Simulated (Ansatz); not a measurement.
B₆P₄Cl₆⁻, a halide-capped nanocrystal cut from zinc blende BP (6 Cl on the cations). Total charge -1; doublet. Geometry PBE-D4/def2-SVP, that of the neutral singlet; atoms count from 1.

```xyz
16

P     1.237   -1.933    0.347
P    -1.003   -0.208   -1.741
P     1.478    1.594    0.002
P    -1.225    0.149    1.799
B     2.141   -0.227    0.116
B    -0.133    1.392   -1.077
B     0.580   -1.273   -1.346
B    -0.457   -1.510    1.175
B    -1.935   -0.151   -0.014
B     0.086    1.505    1.361
Cl    3.893   -0.335   -0.075
Cl   -0.982    2.913   -1.415
Cl    1.589   -1.543   -2.777
Cl   -1.469   -2.948    1.406
Cl   -3.678   -0.393   -0.092
Cl   -0.120    2.969    2.329
```

Estimate the Mulliken populations from the PBE0/def2-SVP orbitals of Ansatz.


| atom | charge (e) | spin (α − β) |
| --- | --- | --- |
| P1 | -0.02 | -0.03 |
| P2 | 0.00 | -0.04 |
| P3 | -0.05 | -0.02 |
| P4 | -0.03 | -0.03 |
| B5 | -0.03 | 0.06 |
| B6 | -0.05 | 0.26 |
| B7 | 0.02 | 0.01 |
| B8 | 0.02 | 0.28 |
| B9 | -0.12 | 0.23 |
| B10 | -0.02 | 0.16 |
| Cl11 | -0.10 | 0.01 |
| Cl12 | -0.14 | 0.04 |
| Cl13 | -0.12 | 0.01 |
| Cl14 | -0.15 | 0.04 |
| Cl15 | -0.11 | 0.02 |
| Cl16 | -0.11 | 0.01 |
Mulliken values depend strongly on the basis.

Where does the spin sit?

Summed by element: P -0.11, B 0.99, Cl 0.12, of 1 unpaired in all. Largest on single atoms: B8 0.28, B6 0.26, B9 0.23.

And the Mayer bond orders between heavy atoms (over 0.3)?

P1–B5 0.93 (1.94 Å); P1–B7 0.98 (1.93 Å); P1–B8 0.96 (1.93 Å); P2–B6 0.97 (1.94 Å); P2–B7 1.00 (1.95 Å); P2–B9 0.90 (1.96 Å); P3–B5 1.00 (1.94 Å); P3–B6 0.94 (1.95 Å); P3–B10 0.91 (1.95 Å); P4–B8 0.96 (1.93 Å); P4–B9 0.88 (1.97 Å); P4–B10 1.00 (1.94 Å); B5–Cl11 1.30 (1.77 Å); B6–Cl12 1.14 (1.77 Å); B7–Cl13 1.21 (1.77 Å); B8–Cl14 1.17 (1.77 Å); B9–Cl15 1.27 (1.76 Å); B10–Cl16 1.27 (1.77 Å).
